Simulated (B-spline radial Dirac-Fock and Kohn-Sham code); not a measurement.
## Kohn-Sham estimates against Dirac-Fock for the levels of Ga³⁺

System: Ga³⁺ in the configuration [Ar] 3d10.

The density-functional columns are spherical, spin-unpolarised Dirac-Kohn-Sham results without Breit or QED terms: −ε is minus the orbital energy of the initial state and ΔSCF the difference of two total energies. The reference in the last column comes from ΔSCF Dirac-Fock with Breit, self-energy and vacuum polarisation, finite nucleus, configuration average. All numbers are from an atomic code on a B-spline grid, in eV; a selection of levels is shown. For the 1s level of heavy atoms much of the gap between ΔSCF and the reference is the Breit and QED part, -20.2 eV here; for other levels the error of the functional can be larger.

```
level   PBE −ε  PBE ΔSCF   LDA −ε  LDA ΔSCF  Dirac-Fock
    K  10261.1   10452.3  10241.9   10432.6     10413.1
   L1   1295.3    1325.8   1293.1    1323.8      1350.0
   L2   1150.5    1188.0   1149.9    1187.5      1188.7
   L3   1122.8    1159.4   1122.3    1159.0      1161.6
   M1    181.7     194.3    181.2     193.7       206.8
   M2    134.9     147.3    134.8     147.2       154.0
   M3    131.3     143.6    131.2     143.5       150.4
   M4    52.76     64.18    53.14     64.54       61.20
   M5    52.29     63.67    52.66     64.03       60.77
```

Problem. Order the estimates of the K (1s) level by their distance from the Dirac-Fock value, nearest first.
A. PBE −ε
B. LDA ΔSCF
C. LDA −ε
D. PBE ΔSCF

Solution. B (19.4 eV), D (39.2 eV), A (152.0 eV), C (171.2 eV).

For the outermost level NIST gives 63.241 ± 0.009 eV (measured); the differences from it are PBE −ε -10.95, PBE ΔSCF +0.43, LDA −ε -10.58, LDA ΔSCF +0.79, Dirac-Fock -2.47 eV.

Values without a named source are computed, but for edge energies of neutral atoms, which are taken from tables.
